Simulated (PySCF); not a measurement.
Geometry:
| atom | x (Å) | y (Å) | z (Å) |
| --- | --- | --- | --- |
| O1 | 0.950 | 0.995 | 1.184 |
| C2 | 1.452 | 0.173 | 0.479 |
| O3 | 2.507 | -0.312 | 0.226 |
| O4 | 0.304 | -0.557 | -0.490 |
| C5 | -0.899 | -0.141 | -0.338 |
| F6 | -1.797 | -1.152 | 0.004 |
| F7 | -1.471 | 0.346 | -1.513 |
| H8 | -1.037 | 0.657 | 0.422 |

Total charge -1.

Geometry: GFN2-xTB; GIAO absolute shieldings from PySCF 2.14.0 with density-fitted response routines, gas phase, non-relativistic, averaged over equivalent atoms.

At HF/6-31G* (100 basis functions, of the order of 7 core-seconds):
```json
{"atoms": "O4", "σ (ppm)": "167.0"}
{"atoms": "O1/O3", "σ (ppm)": "173.0"}
{"atoms": "C2", "σ (ppm)": "71.1"}
{"atoms": "C5", "σ (ppm)": "91.6"}
{"atoms": "F6/F7", "σ (ppm)": "322.2"}
{"atoms": "H8", "σ (ppm)": "26.25"}
```

Q: Predict the values at PBE0/pcSseg-1 on the same geometry.

A: 
| atoms | σ at PBE0/pcSseg-1 | change |
| --- | --- | --- |
| O4 | 95.0 | -72.0 |
| O1/O3 | 128.0 | -45.0 |
| C2 | 43.7 | -27.4 |
| C5 | 58.9 | -32.7 |
| F6/F7 | 265.7 | -56.5 |
| H8 | 24.95 | -1.30 |

The largest change is at O4 (ester alkoxy oxygen). Cost: 124 basis functions, 12 s wall time on 1 thread of an Arm Neoverse V1, shared host.
